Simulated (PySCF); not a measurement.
A species of formula C7H13NSi2 has this rotational fingerprint, computed with PBE0/pcSseg-1 in PySCF (dipole) on a GFN2-xTB geometry, gas phase:

```
Rotational constants : A = 1496, B = 674.1, C = 512.0 MHz
Dipole components    : |μa| = 2.77 D, |μb| = 0.51 D, |μc| = 0.05 D
Inertial defect      : -100.44 u·Å²
κ                    : -0.67
```

Problem. Which structure is it? (One computed conformer of each.)
A. `[CH:1]#[C:2][SiH2:3][Si@H:4]1[CH2:5][C@@H:6](/[CH:7]=[N:8]/[CH3:9])[CH2:10]1` with C2–Si3–Si4–C5 137°, C5–C6–C7–N8 57°, Si3–Si4–C5–C6 94°, Si4–C5–C6–C7 -93°, C5–C6–C10–Si4 -22°, Si3–Si4–C10–C6 -94°
B. `[SiH3:1][CH2:2][CH2:3][SiH2:4][c:5]1[cH:6][cH:7][n:8][cH:9][cH:10]1` with Si1–C2–C3–Si4 179°, C2–C3–Si4–C5 177°, C3–Si4–C5–C6 167°
C. `[SiH3:1][CH2:2][CH2:3][SiH2:4][c:5]1[cH:6][cH:7][cH:8][cH:9][n:10]1` with Si1–C2–C3–Si4 178°, C2–C3–Si4–C5 -173°, C3–Si4–C5–C6 -179°

Solution. A. It is C#C[SiH2][Si@H]1C[C@@H](/C=N/C)C1, an asymmetric top. The candidates at the same level (rigid rotor, commonest isotopes):

| SMILES | A (MHz) | B (MHz) | C (MHz) | μa (D) | μb (D) | μc (D) | Δ (u·Å²) | point group | rotor |
| --- | --- | --- | --- | --- | --- | --- | --- | --- | --- |
| [SiH3]CC[SiH2]c1ccccn1 | 2810 | 359.8 | 322.7 | 2.30 | 0.62 | 0.03 | -18.19 | near Cs | near-prolate asymmetric top |
| [SiH3]CC[SiH2]c1ccncc1 | 2950 | 341.8 | 310.4 | 1.93 | 0.84 | 0.07 | -22.01 | C1 | near-prolate asymmetric top |
| C#C[SiH2][Si@H]1C[C@@H](/C=N/C)C1 | 1496 | 674.1 | 512.0 | 2.77 | 0.51 | 0.05 | -100.44 | near Cs | asymmetric top |

`[SiH3]CC[SiH2]c1ccccn1` has A 88 % too high; `[SiH3]CC[SiH2]c1ccncc1` has A 97 % too high. No structure here is proved a minimum.
